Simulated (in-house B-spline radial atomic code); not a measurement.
# Ionising Re²⁺ with different functionals

Computed with an all-electron radial atomic-structure program (B-spline basis): four-component Dirac-Coulomb Hamiltonian, Fermi nucleus of rms radius 5.3698 fm, spin-restricted, spherical fractional occupations for the functionals. The ionisation energy is the difference of two self-consistent energies, [Xe] 4f14 5d5 → [Xe] 4f14 5d4, without Breit or QED terms; ε is the level of the shell that loses the electron (mean over j). The electron is taken from both j subshells in proportion to 2j + 1, so the result is a j average, not the step between ground levels.

Hybrids are left out here: with spherical fractional occupations of an open shell their exact exchange keeps a self-interaction that integer-occupation calculations don't have.

```csv
method,rung,ΔSCF (eV),-ε(5d) (eV)
LDA VWN5,LDA,27.44,21.73
relativistic LDA,LDA,?,?
LDA PW92,LDA,27.44,21.72
LDA exchange-only,LDA,26.00,20.34
PBE,GGA,27.12,21.41
PBEsol,GGA,27.15,21.44
BLYP,GGA,27.06,21.35
RPBE,GGA,?,?
PW91,GGA,27.20,21.49
BP86,GGA,27.25,21.55
AM05,GGA,27.14,21.42
OLYP,GGA,27.05,21.30
```

Question: What does relativistic LDA give?

Answer: ΔSCF 27.45 eV, and -ε(5d) = 21.74 eV.

Question: What does RPBE give?

Answer: ΔSCF 27.02 eV, and -ε(5d) = 21.31 eV.

Question: How do they compare with the NIST value?

Answer: NIST lists 27 eV ± 1.6 (tabulated theory, ground level to ground level). Errors run from -1.00 to +0.45 eV; all lie within about twice that uncertainty, so the table can't rank the methods.
